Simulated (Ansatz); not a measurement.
Relaxed structures of CH4ClSn (charge +1), closed shell (PBE0-D4/def2-TZVP; forces vanish, vibrations not checked; lower isomers may exist, and structures with a doubtful reference or unclear bonds are left out; Å). Computed with Ansatz 0.2.0 (basis: def2-TZVPP); correlated methods freeze the cores. Filled d shells of the heavier atoms are correlated. Core potentials replace the inner electrons of the atoms past krypton. The def2 sets are not built for correlating such inner shells, so the correlated values are less sure here.

Task: Rank them by CCSD(T) energy, lowest first, and give each one's height above the lowest. Links in brackets join atoms within 1.22 times the sum of their covalent radii (1.1 for two metals). (To be estimated.)
A.
CH₄ClSn ([Cl][CH][SnH3]), total charge +1
```
7
angstrom
Cl -1.8135 -1.4351 0.8902
C -0.5021 -1.0825 0.0215
Sn 0.4944 0.9209 -0.0685
H -0.1327 -1.9480 -0.5401
H 0.3775 1.2087 -1.7322
H -0.4617 1.8531 0.9600
H 2.0382 0.4828 0.4690
```
B.
CH₄ClSn ([ClH][CH][SnH2]), total charge +1
```
7
angstrom
Cl -1.8640 -0.9011 1.2111
C -0.8190 -0.8775 -0.1644
Sn 0.6648 0.4263 -0.3335
H -1.1726 -1.5561 -0.9284
H 1.5117 0.4567 -1.7826
H -1.4892 -1.9190 1.9577
H 1.0046 1.4498 0.9576
```
C.
CH₄ClSn ([CH3][SnH][Cl]), total charge +1
```
7
angstrom
Cl -2.2555 -1.3853 1.2383
C 0.4120 0.8016 -0.0459
Sn -0.4278 -1.1215 -0.0470
H -0.0119 -2.5594 -0.8315
H 0.4026 1.1738 -1.0723
H -0.1855 1.4303 0.6121
H 1.4424 0.7191 0.3058
```

Result: Computed: C (0.0 kJ/mol), A (327.7 kJ/mol), B (408.7 kJ/mol). Heights count from the lowest.

T1 diagnostic: at most 0.020.

For scale, one of the runs: CCSD(T)/def2-TZVPP, 179 basis functions, launched by `ansatz run in.yaml --threads 2 --pin off --events-out ev --progress --plain --max-ram 4352MiB`. Time: 71 s of wall clock on 2 CPU threads of an Arm Neoverse V2; the host was shared. Peak host memory: 1.8 GiB.
